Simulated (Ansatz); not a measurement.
Reactions of `[SiH3][SiH]1CS1`.

Isolated molecules relaxed with PBE0-D4/def2-TZVP in Ansatz; ΔE leaves out vibrations. CCSD(T)/CBS is the MP2 limit (def2-TZVPP, def2-QZVPP) plus CCSD(T) − MP2 in def2-TZVPP, frozen cores. This one scheme is used for every species, atoms too. Functionals use def2-TZVPP. Open shells (•) are unrestricted, without spin–orbit coupling. Spin–orbit coupling would lower the free atoms: a little for C, S, Si. def2 core potentials past Kr. For Br, I outer-core shells are correlated without core-valence functions, so the limit isn't a true one: a few kJ/mol of doubt a bond, and 10 to 20 or more in all where bonds break to atoms. Scalar relativity is left out up to krypton. One conformer a species, not always the lowest.

| reaction | CCSD(T)/CBS(def2) (eV) |
| --- | --- |
| `[SiH3][SiH]1CS1` → C• + 6 H• + S• + 2 Si• | 33.41 |
| `[SiH3][SiH]1CS1` + `CNC` → `CN(C)[SiH3]` + `C1[SiH2]S1` | -0.36 |
| `[SiH3][SiH]1CS1` + HI → `I[SiH]1CS1` + SiH₄ | -0.86 |
| `[SiH3][SiH]1CS1` + `CO[SiH](O)Br` → `CO[SiH](Br)O[SiH3]` + `C1[SiH2]S1` | ? |

Problem. Fill in the missing values. (Best estimate.)

Solution. Ansatz gave: `[SiH3][SiH]1CS1` + `CO[SiH](O)Br` → `CO[SiH](Br)O[SiH3]` + `C1[SiH2]S1`: -0.99 eV.

Largest T1 diagnostic: 0.013, for `[SiH3][SiH]1CS1`.
